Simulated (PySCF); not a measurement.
C4H7, SMILES [CH2]C(=C)C, multiplicity 2. Atoms are numbered in the order given.

```xyz
11

C     -0.4042     1.2941    -0.4841
C      0.0586     0.0673    -0.0179
C      1.4218    -0.2107     0.0593
C     -0.9386    -0.9995     0.3917
H     -1.4723     1.5176    -0.5374
H      0.2931     2.0697    -0.8110
H      1.7874    -1.1700     0.4334
H      2.1641     0.5275    -0.2546
H     -1.8993    -0.5593     0.6973
H     -1.1404    -1.6854    -0.4483
H     -0.5579    -1.6070     1.2266
```
Charge 0, spin multiplicity 2.

Geometry: B3LYP-D3(BJ)/def2-SVP. The isomer is the one that the SMILES or the coordinates give; other isomers of the formula were not compared.

Method: PySCF 2.14.0 with B3LYP-D3(BJ)/def2-SVP.

Frequencies are harmonic and unscaled.

A small imaginary wavenumber (i) marks a very flat motion, where grid noise or a shallow saddle decides the sign.

| mode | ν (cm⁻¹) | IR (km/mol) | moving atoms (share of kinetic energy) |
|---|---|---|---|
| 1 | 28i | 0.4 | H 95 % |
| 2 | 412 | 0.2 | C 58 %, H 42 % |
| 3 | 434 | 1.3 | C 55 %, H 45 % |
| 4 | 484 | 12.6 | C 60 %, H 40 % |
| 5 | 540 | 1.4 | H 99 % |
| 6 | 555 | 0.2 | H 98 % |
| 7 | 762 | 0.7 | H 75 %, C 25 % |
| 8 | 794 | 59.9 | H 65 %, C 35 % |
| 9 | 859 | 0.7 | C 73 %, H 27 % |
| 10 | 961 | 0.6 | H 81 %, C 19 % |
| 11 | 1017 | 0.5 | H 61 %, C 39 % |
| 12 | 1036 | 0.9 | H 59 %, C 41 % |
| 13 | 1043 | 1.9 | H 63 %, C 37 % |
| 14 | 1334 | 3.0 | C 61 %, H 39 % |
| 15 | 1360 | 0.1 | H 67 %, C 33 % |
| 16 | 1405 | 3.2 | H 62 %, C 38 % |
| 17 | 1455 | 11.3 | H 93 % |
| 18 | 1467 | 6.2 | H 94 % |
| 19 | 1481 | 0.0 | H 67 %, C 33 % |
| 20 | 1523 | 8.5 | H 51 %, C 49 % |
| 21 | 3031 | 18.3 | H 97 % |
| 22 | 3104 | 14.2 | H 91 %, C 9 % |
| 23 | 3128 | 8.8 | H 91 %, C 9 % |
| 24 | 3138 | 12.2 | H 95 % |
| 25 | 3144 | 3.3 | H 95 % |
| 26 | 3245 | 3.3 | H 89 %, C 11 % |
| 27 | 3246 | 13.5 | H 89 %, C 11 % |
